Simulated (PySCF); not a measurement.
C6H17AlN2.
Numbering: `[CH2:1]=[CH:2][Al@@H-:3]([NH:4][CH3:5])[N+:6]([CH3:7])([CH3:8])[CH3:9]` (hydrogens: H10, H11 on C1; H12 on C2; H13 on Al3; H14 on N4; H15, H16, H17 on C5; H18, H19, H20 on C7; H21, H22, H23 on C8; H24, H25, H26 on C9)

Computed, not measured: PBE0-D3(BJ)/def2-SVP geometry optimisation, gas phase in PySCF.

List the bond lengths, angles and torsions at this level.

```csv
bond,length (Å),order
C1=C2,1.343,double
C2–Al3,1.977,single
Al3–N4,1.818,single
N4–C5,1.441,single
Al3–N6,2.101,single
"N6–C7, N6–C8, N6–C9",1.464,single
C1–H10,1.099,single
C1–H11,1.099,single
C2–H12,1.103,single
Al3–H13,1.609,single
N4–H14,1.016,single
"C5–H15, C5–H16, C5–H17",1.107,single
C7–H18 and 8 like bonds,1.101,single
```

Bonds in one row agree within 0.01 Å and their mean is given. Orders are formal, as drawn. A selection of angles:
```csv
angle,degrees
C1–C2–Al3,122.7
C2–Al3–N4,116.6
C2–Al3–N6,101.1
N4–Al3–N6,102.2
Al3–N4–C5,128.3
Al3–N6–C7,109.5
Al3–N6–C8,107.8
C7–N6–C8,110.9
C8–N6–C9,110.3
H14–N4–Al3,118.0
H14–N4–C5,111.5
```

Dihedral angles: C1–C2–Al3–N4 154° (antiperiplanar); C2–Al3–N4–C5 10° (synperiplanar); C2–Al3–N6–C7 62° (synclinal).

Of the pairs four or more bonds apart, C2···H21 is among the closest relative to their van der Waals radii: 2.81 Å, 97 % of the sum of Bondi's values. N4 (nitrogen bonded to Al, C and H) is almost planar (angles 128.3°, 118.0° and 111.5°, sum 357.8°, 0.12 Å off the plane of its three neighbours). The 2 Al–N bonds span 1.818 Å (Al3–N4, drawn single) to 2.101 Å (Al3–N6, drawn single), a spread of 0.283 Å. Al3 (aluminium bonded to C, 2 N and H) is distorted tetrahedral (angles from 97.8° to 118.1°). The C–N distances run from 1.441 Å (N4–C5, drawn single) to 1.465 Å (N6–C8, drawn single), a spread of 0.024 Å. N6 (nitrogen bonded to Al and 3 C) is tetrahedral (angles from 107.1° to 111.1°).

Point group: C1 (no symmetry element, even within 0.4 Å). No PBE0-D3(BJ)/def2-SVP frequencies stand behind this structure, so it isn't proved a minimum. The numbers are those of one conformer.
